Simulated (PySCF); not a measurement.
Cl4Te, SMILES [Te-](Cl)(Cl)(Cl)Cl, charge -1, multiplicity 2. Geometry optimised at r2SCAN-D4/def2-SVPD. The def2 effective core potentials stand for the cores of Te; spin–orbit coupling is left out.

Give the equilibrium geometry at r2SCAN-D4/def2-SVPD (PySCF confirms it by a frequency run) as bond lengths and angles, and its point group. (The exact figures need the calculation; the answer reports its results.)

point group Cs.
Atoms: Te1 Cl2 Cl3 Cl4 Cl5. Bonds (Å): Te1–Cl2 2.552, Te1–Cl3 2.552, Te1–Cl4 2.791, Te1–Cl5 2.403. Angles (°): Cl2–Te1–Cl3 172.2, Cl2–Te1–Cl4 93.4, Cl2–Te1–Cl5 92.0, Cl3–Te1–Cl4 93.4, Cl3–Te1–Cl5 92.0, Cl4–Te1–Cl5 88.3.
Charge -1, spin multiplicity 2.
